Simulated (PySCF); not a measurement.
selenium dioxide (O₂Se), SMILES O=[Se]=O. Heavy atoms are numbered as in [O:1]=[Se:2]=[O:3].

The structure is a stationary point at ωB97X-D3(BJ)/def2-TZVP.

The numbers are results of PySCF with PBE/pcSseg-2, not measurements.

GIAO shieldings, no solvent; atoms alike by connectivity are averaged. δ = σ(ref) − σ: ¹⁷O against H2O (σ = 327.5 ppm); ⁷⁷Se against Me2Se (σ = 1646.5 ppm), references at their B3LYP-D3(BJ)/def2-TZVP geometries, non-relativistic.

Computed chemical shifts:
```tsv
nucleus	atoms	count	δ (ppm)
¹⁷O	O1	2	877.4
⁷⁷Se	Se2	1	1903.9
```
